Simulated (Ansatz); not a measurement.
Species: sum formula Si2H3F2, net charge 0, doublet state. It need not be the lowest isomer of its formula. 
Structure (B3LYP-D3(BJ)/def2-TZVP (Ansatz, a program for electronic structure) minimum search):
```
Si
F 1 1.5983
F 1 1.5983 2 107.69
H 1 1.4770 2 106.90 3 -114.57
Si 1 2.3297 4 118.12 2 122.45
H 5 1.4835 1 113.24 4 -63.41
H 5 1.4835 6 110.50 1 -128.25
```
Charge 0, spin multiplicity 2.

Dipole moments at this geometry, in debye (magnitudes).

```json
[
 {"level": "revPBE/def2-TZVPD", "program": "Ansatz", "dipole (D)": "1.60"},
 {"level": "B97M-V/def2-TZVPD", "program": "Ansatz", "dipole (D)": "1.55"},
 {"level": "B3LYP/def2-TZVPD", "program": "Ansatz", "dipole (D)": "1.76"},
 {"level": "PBE0/def2-TZVPD", "program": "Ansatz", "dipole (D)": "1.78"},
 {"level": "BHLYP/def2-TZVPD", "program": "Ansatz", "dipole (D)": "(withheld)"},
 {"level": "r2SCANh/def2-TZVPD", "program": "Ansatz", "dipole (D)": "1.72"},
 {"level": "r2SCAN0/def2-TZVPD", "program": "Ansatz", "dipole (D)": "1.79"},
 {"level": "HSE06/def2-TZVPD", "program": "Ansatz", "dipole (D)": "1.78"},
 {"level": "LC-wPBE/def2-TZVPD", "program": "Ansatz", "dipole (D)": "1.82"},
 {"level": "CCSD(T)/aug-cc-pV(D+d)Z", "program": "Ansatz", "dipole (D)": "(withheld)"}
]
```

Task: What belongs in the gaps?

Result: 
- BHLYP/def2-TZVPD, dipole (D): 1.89
- CCSD(T)/aug-cc-pV(D+d)Z, dipole (D): 1.76
